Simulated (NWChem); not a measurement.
# C₃H₅ClSi; SMILES C=C=C([SiH3])Cl

```xyz
10

C     -0.6408    -2.6245    -0.2093
C     -0.3055    -1.3676    -0.0028
C     -0.0233    -0.0942     0.1919
Si    -1.2645     1.3175     0.0181
Cl     1.6107     0.4200     0.6519
H     -0.5562    -3.0855    -1.2091
H     -1.0129    -3.2627     0.6114
H     -2.5986     0.7484    -0.3719
H     -0.7796     2.2756    -1.0331
H     -1.3719     2.0457     1.3282
```
Atoms are numbered in this order, from 1.

Level: PBE-D3(BJ)/def2-SVP (NWChem), optimised geometry, unscaled harmonic frequencies. 

| frequency (cm⁻¹) | IR intensity (km/mol) |
|---|---|
| 121 | 0.2 |
| 126 | 0.4 |
| 183 | 0.7 |
| 204 | 2.0 |
| 374 | 1.4 |
| 459 | 26.9 |
| 504 | 8.3 |
| 582 | 1.3 |
| 618 | 21.5 |
| 657 | 37.2 |
| 830 | 25.6 |
| 849 | 83.3 |
| 887 | 231.4 |
| 900 | 37.9 |
| 915 | 65.1 |
| 948 | 0.2 |
| 1185 | 3.7 |
| 1389 | 4.7 |
| 2000 | 36.0 |
| 2171 | 66.5 |
| 2181 | 88.2 |
| 2189 | 85.8 |
| 3052 | 0.5 |
| 3137 | 0.0 |

- zero-point energy = 37.8 kcal/mol
- thermal correction to the enthalpy at 298.15 K (with zero-point energy) = 42.8 kcal/mol
- heat capacity Cv = 24.1 cal/(mol K)
- entropy at 298.15 K and 1 atm (symmetry number 1) = 82.7 cal/(mol K)
- dipole moment = 1.56 D

Rigid rotor and harmonic oscillator.
